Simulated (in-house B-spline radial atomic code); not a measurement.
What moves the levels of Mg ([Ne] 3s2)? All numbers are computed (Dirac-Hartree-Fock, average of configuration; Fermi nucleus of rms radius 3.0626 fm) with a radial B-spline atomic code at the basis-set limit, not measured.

Baseline run (computed): total energy -199.9351 hartree, 1s1/2 at -49.12664 hartree, 3s1/2 at -6.8965 eV with <r> = 3.248 bohr.

Changing the nucleus:

```csv
nucleus,ΔE (eV)
"Fermi nucleus of rms radius 3.1107 fm, A = 30",8.37e-05
"Fermi nucleus of rms radius 3.1486 fm, A = 31",0.000151
"Fermi nucleus of rms radius 3.1861 fm, A = 32",0.000218
```

A larger nucleus binds the electrons less, roughly as the density at the nucleus times the change of the nuclear <r²>. The reference is A = 21.
